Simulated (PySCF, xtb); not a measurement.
GeH7NSi, SMILES [SiH3][NH][GeH3].

GFN2-xTB run with xtb 6.7.1 at its own geometry gives an orbital gap of 5.34 eV and a dipole moment of 0.67 D.

Coordinates come from a B3LYP-D3(BJ)/def2-SVP optimisation. This is a generated structure with no PubChem entry under its InChIKey; it may be hypothetical.

Problem. What does r2SCAN/def2-TZVPD (PySCF) give? (Estimate from the structure and the level; the computed values follow.)

Solution. gap 5.60 eV (levels -6.21 and -0.61 eV), dipole 0.99 D.
